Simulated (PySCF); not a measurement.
Precursor series Ta Cl-OH. Isolated molecules, 0 K electronic values unless said otherwise. One relaxed conformer stands for each flexible species; it need not be the lowest.

The charge on the central atom (Mulliken) from two functionals at the same geometries (BP86-D3(BJ)/def2-SVP), both in PySCF: PBE-D3(BJ)/def2-TZVP and TPSSh-D3(BJ)/def2-TZVP. 

| species | PBE-D3(BJ)/def2-TZVP (e) |
|---|---|
| 0 of 5 Cl replaced by OH ([Ta(Cl)5]) | 1.01 |
| 1 of 5 Cl replaced by OH ([Ta(Cl)4(OH)]) | 1.11 |
| 2 of 5 Cl replaced by OH ([Ta(Cl)3(OH)2]) | 1.17 |
| 3 of 5 Cl replaced by OH ([Ta(Cl)2(OH)3]) | 1.23 |
| 5 of 5 Cl replaced by OH ([Ta(OH)5]) | 1.32 |

### Question
What does TPSSh-D3(BJ)/def2-TZVP give for each?

### Answer

- 0 of 5 Cl replaced by OH ([Ta(Cl)5]): 1.20
- 1 of 5 Cl replaced by OH ([Ta(Cl)4(OH)]): 1.31
- 2 of 5 Cl replaced by OH ([Ta(Cl)3(OH)2]): 1.37
- 3 of 5 Cl replaced by OH ([Ta(Cl)2(OH)3]): 1.45
- 5 of 5 Cl replaced by OH ([Ta(OH)5]): 1.55
Over these rows, drawn at random from the members with no instability flagged (it was tested for open shells, ions and some series alone), PBE minus TPSSh-D3(BJ): mean -0.21 e, from -0.23 e to -0.19 e.
